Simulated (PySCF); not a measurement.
MSi anions for M along group 12

PBE0 with double-zeta basis sets in PySCF, for the lowest determinant that a PBE0 search found; no spin–orbit coupling. De refers to high-spin ground-configuration atoms (the charge goes to the atom of lower measured ionisation energy or higher electron affinity, which is not always the lowest computed limit). A positive dipole points towards Si; it is taken about the centre of mass and depends on that origin.

```csv
M,basis,charged atom,state (unpaired electrons),Re (Å),ωe (cm⁻¹),De (eV),μ (D)
Zn,def2-SVPD,Si−,"quartet (σ ↑, π ↑↑)",2.468,236,n/a,-2.35
Cd,def2-SVPD,Si−,"quartet (σ ↑, π ↑↑)",2.703,179,n/a,-4.25
Hg,def2-SVPD,Si−,"quartet (σ ↑, π ↑↑)",2.791,139,n/a,-6.72
```

The shortest bond is that of ZnSi⁻ (2.468 Å), the longest that of SiHg⁻ (2.791 Å).

Down a group the atoms grow and get heavier, so bonds lengthen and wavenumbers fall; this series shows no clear exception.

These are scalar-relativistic numbers at best; spin–orbit coupling would shift them, the dissociation energy most. The highest Kohn–Sham level is positive in some of these anions. Much of that is self-interaction error, but it also means that the finite basis helps to hold the extra electron. States were picked by a PBE0 search and need not be the measured ground states.
